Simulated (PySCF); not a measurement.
C₄H₈OSi, SMILES C(CC=O)(=C)[SiH3].

Geometry: B3LYP-D3(BJ)/def2-SVP. The structure was generated by enumeration, and PubChem lists no compound with its InChIKey, so it may never have been made. The values are those of a single conformer.

These are TDA-PBE/def2-SVPD (PySCF) values and carry that method's errors.

Vertical excitations. The molecule is in vacuum.

**Question.** Give excitation energies, oscillator strengths and character. (The exact figures need the calculation; the answer reports its results.)

**Answer.** 
```json
[
 {"state": "S1", "energy (eV)": "3.96", "λ (nm)": "313", "f": "0.011", "main pairs": "HOMO→LUMO 98 %"},
 {"state": "S2", "energy (eV)": "4.47", "λ (nm)": "277", "f": "0.013", "main pairs": "HOMO→LUMO+1 90 %"},
 {"state": "S3", "energy (eV)": "5.10", "λ (nm)": "243", "f": "0.022", "main pairs": "HOMO−1→LUMO 78 %, HOMO−1→LUMO+1 17 %"},
 {"state": "S4", "energy (eV)": "5.62", "λ (nm)": "221", "f": "0.008", "main pairs": "HOMO→LUMO+2 93 %"},
 {"state": "S5", "energy (eV)": "5.69", "λ (nm)": "218", "f": "0.013", "main pairs": "HOMO−2→LUMO 91 %"},
 {"state": "S6", "energy (eV)": "6.03", "λ (nm)": "206", "f": "0.001", "main pairs": "HOMO→LUMO+3 100 %"},
 {"state": "S7", "energy (eV)": "6.18", "λ (nm)": "201", "f": "0.004", "main pairs": "HOMO→LUMO+4 99 %"},
 {"state": "S8", "energy (eV)": "6.31", "λ (nm)": "197", "f": "0.000", "main pairs": "HOMO−3→LUMO 99 %"},
 {"state": "S9", "energy (eV)": "6.43", "λ (nm)": "193", "f": "0.009", "main pairs": "HOMO−2→LUMO+1 36 %, HOMO→LUMO+5 29 %, HOMO−4→LUMO 24 %, HOMO−1→LUMO+1 7 %"},
 {"state": "S10", "energy (eV)": "6.46", "λ (nm)": "192", "f": "0.014", "main pairs": "HOMO→LUMO+5 67 %, HOMO−4→LUMO 20 %"},
 {"state": "T1", "energy (eV)": "3.36", "λ (nm)": "369", "f": "0", "main pairs": "HOMO→LUMO 98 %"},
 {"state": "T2", "energy (eV)": "3.97", "λ (nm)": "312", "f": "0", "main pairs": "HOMO→LUMO+1 73 %, HOMO−1→LUMO 14 %, HOMO−1→LUMO+1 12 %"},
 {"state": "T3", "energy (eV)": "4.57", "λ (nm)": "271", "f": "0", "main pairs": "HOMO−1→LUMO 54 %, HOMO→LUMO+1 26 %, HOMO−1→LUMO+1 18 %"},
 {"state": "T4", "energy (eV)": "5.07", "λ (nm)": "245", "f": "0", "main pairs": "HOMO−1→LUMO+1 66 %, HOMO−1→LUMO 31 %"}
]
```
Triplets are in the Tamm–Dancoff approximation.
